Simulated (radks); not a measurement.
Spherical jellium clusters: N electrons in a uniform positive sphere of charge N and radius rs N^(1/3), rs = 5.06 bohr. Calculated with a radial shooting solver with Libxc functionals: non-relativistic Kohn-Sham, LDA (Slater exchange, Perdew-Wang correlation), spin-polarised, spherical densities. Levels are named by radial order and angular momentum (1s, 1p, 1d, 2s, ...), and open shells are averaged over m. Each electron was tried in the lowest free levels, single moves between levels near the top were tried too, and the lowest total energy was kept; such a search can miss a lower state. Energies include the self-energy of the background; IP and EA are vertical (highest electron removed, lowest free level filled), at fixed background; spill-out counts the electrons outside the background radius R, and alpha is the static dipole polarisability from linear response (closed shells only). A dash means not computed or, for alpha, an open shell; in EA it means that no bound solution was reached, which is typical of self-interaction and does not show that the anion is unstable. Real open-shell clusters deform, which this model forbids.

\begin{tabular}{lrrrrrrr}
N & open shells & 2S & E(N+1) + E(N-1) - 2E(N) (eV) & IP (eV) & EA (eV) & -e(HOMO) (eV) & alpha/R^3 \\ \hline
1 & 1s(up 1, down 0) & 1 & - & - & - & 2.584 & - \\
2 & none & 0 & 0.740 & 4.391 & - & 2.653 & 1.461 \\
3 & 1p(up 1, down 0) & 1 & -0.487 & 3.350 & - & 1.939 & - \\
4 & 1p(up 2, down 0) & 2 & -0.317 & 3.722 & - & 2.316 & - \\
5 & 1p(up 3, down 0) & 3 & 0.255 & 3.917 & - & 2.550 & - \\
6 & 1p(up 3, down 1) & 2 & -0.261 & 3.561 & 1.162 & 2.328 & - \\
7 & 1p(up 3, down 2) & 1 & -0.184 & 3.757 & 1.384 & 2.539 & - \\
8 & none & 0 & 0.784 & 3.880 & - & 2.688 & 1.322 \\
9 & 1d(up 1, down 0) & 1 & -0.191 & 3.042 & - & 1.950 & - \\
10 & 1d(up 2, down 0) & 2 & -0.159 & 3.207 & 1.097 & 2.129 & - \\
11 & 1d(up 3, down 0) & 3 & -0.133 & 3.334 & 1.253 & 2.273 & - \\
12 & 1d(up 4, down 0) & 4 & -0.112 & 3.435 & 1.384 & 2.391 & - \\
13 & 1d(up 5, down 0) & 5 & 0.264 & 3.516 & 1.148 & 2.489 & - \\
14 & 1d(up 5, down 1) & 4 & -0.124 & 3.222 & 1.294 & 2.243 & - \\
15 & 1d(up 5, down 2) & 3 & -0.105 & 3.325 & 1.417 & 2.357 & - \\
16 & 1d(up 5, down 3) & 2 & -0.090 & 3.410 & 1.522 & 2.453 & - \\
17 & 1d(up 5, down 4) & 1 & -0.079 & 3.480 & 1.614 & 2.534 & - \\
18 & none & 0 & 0.164 & 3.538 & 1.481 & 2.605 & 1.246 \\
19 & 2s(up 1, down 0) & 1 & 0.186 & 3.356 & 1.340 & 2.437 & - \\
20 & none & 0 & 0.169 & 3.165 & 1.182 & 2.279 & 1.269 \\
21 & 1f(up 1, down 0) & 1 & -0.084 & 3.002 & 1.276 & 2.129 & - \\
22 & 1f(up 2, down 0) & 2 & -0.076 & 3.071 & 1.360 & 2.206 & - \\
23 & 1f(up 3, down 0) & 3 & - & 3.133 & 1.437 & 2.276 & - \\
\end{tabular}

All shells are closed at N = 2, 8, 18, 20 (there: 1s2 1p6 1d10 2s2); the second difference of the energy has clear peaks (12 % above both neighbours; the first and last values, which can be the largest, are not judged, and half-filled shells can peak too) at N = 5, 8, 13.
